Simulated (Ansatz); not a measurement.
Compare A (`C[SiH]1[NH][AlH]1`) with its isomer B (`N=[C]([AlH2])[SiH3]`).

Gas-phase electronic energies from Ansatz, PBE0-D4/def2-TZVP geometries. CCSD(T)/CBS is the MP2 limit (def2-TZVPP, def2-QZVPP) plus CCSD(T) − MP2 in def2-TZVPP, frozen cores. DFT in def2-TZVPP. One conformer a species, not always the lowest.

(1) Which is lower in electronic energy at CCSD(T)/CBS, and by how much? (An estimate is asked.)

(2) Give E(B) − E(A) in kcal/mol with HF/def2-TZVPP, CCSD(T)/def2-TZVPP, MP2/def2-TZVPP, CCSD(T)/def2-SVP, CCSD/def2-TZVPP, r2SCAN-D4, BLYP-D4. (Estimate.)

(3) Does the order hold for the free energy at 298.15 K (harmonic terms from PBE0-D4)? (Estimate.)

Largest T1 diagnostic: 0.013.

Answers

(1) The calculation gave: A, by 48.6 kcal/mol.

(2) The calculation gave: HF/def2-TZVPP 40.0, CCSD(T)/def2-TZVPP 47.2, MP2/def2-TZVPP 51.1, CCSD(T)/def2-SVP 40.6, CCSD/def2-TZVPP 47.0, r2SCAN-D4 52.6, BLYP-D4 43.0. None reverses the order clearly.

(3) The calculation gave: Yes: G(B) − G(A) = +41.7 kcal/mol, for one conformer each.

From BLYP to BHLYP (50 % exact exchange), in def2-TZVPP and without D4, E(B) − E(A) moves by +3.6 kcal/mol. In def2-TZVPP, CCSD(T) changes the Hartree–Fock value by +7.2 kcal/mol (the triples alone add +0.2 kcal/mol) and MP2 by +11.1 kcal/mol.
